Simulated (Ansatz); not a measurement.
Consider the cleavage of the Si–Si bond: `N[SiH2][SiH2][SeH]` + `N[SiH](F)S` → `N[SiH2]S[SiH](N)F` + `[SiH3][SeH]`.

Computed with Ansatz on PBE0-D4/def2-TZVP structures; ΔE is electronic, products minus reactants. CBS: MP2 limit from def2 TZ/QZ plus the TZ coupled-cluster correction, frozen cores. Functionals use def2-TZVPP. For Se outer-core shells are correlated without core-valence functions, which leaves a few kJ/mol of doubt a bond. Scalar relativity is left out up to krypton. One conformer a species, not always the lowest.

CCSD(T)/CBS gives -73.7 kJ/mol.

**Question.** Another level gave -72.4 kJ/mol. Which?
A. HF/def2-TZVPP
B. PBE/def2-TZVPP
C. CCSD/def2-TZVPP
D. PBE0/def2-TZVPP

**Answer.** C. CCSD/def2-TZVPP -72.4, HF/def2-TZVPP -76.5, PBE -60.3, PBE0 -64.8 kJ/mol.

Largest T1 diagnostic among the species: 0.011.

The D4 term adds −6.1 kJ/mol with B3LYP and −3.4 kJ/mol with PBE0; it sums over pairs of atoms, weighted by their polarisabilities, and B3LYP, whose exchange is more repulsive, gets the larger term. From PBE to PBE0 (25 % exact exchange), in def2-TZVPP and without D4, ΔE moves by −4.5 kJ/mol.

B3LYP here is the variant with VWN-RPA as its local correlation; programs differ in this.
